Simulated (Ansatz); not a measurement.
Z-matrix (Å, degrees):
```
Si
H 1 1.4907
H 1 1.4907 2 107.45
C 1 1.8768 2 110.16 3 -120.02
H 4 1.0922 1 110.72 2 -60.85
H 4 1.0922 5 108.13 1 121.47
H 4 1.0922 5 108.21 6 116.99
Si 1 2.3406 2 108.92 3 117.85
H 8 1.4883 1 111.60 2 -58.46
H 8 1.4897 9 108.36 1 -121.57
H 8 1.4897 9 108.36 10 -116.86
```
Charge 0, spin multiplicity 1.

All values below come from frozen-core CCSD(T)/cc-pVTZ // PBE0-D4/def2-TZVP run with Ansatz (a quantum-chemistry and plane-wave program).

| Quantity | Value |
|---|---|
| HF energy | -620.43108 Ha |
| MP2 correlation energy | -0.44082 Ha |

### Question
Estimate the CCSD correlation energy, the (T) correction, the total energy and the T1 diagnostic.

### Answer

* **CCSD correlation energy**: -0.50001 Ha
* **(T) correction**: -0.01708 Ha
* **CCSD(T) total energy**: -620.94817 Ha
* **T1 diagnostic**: 0.011
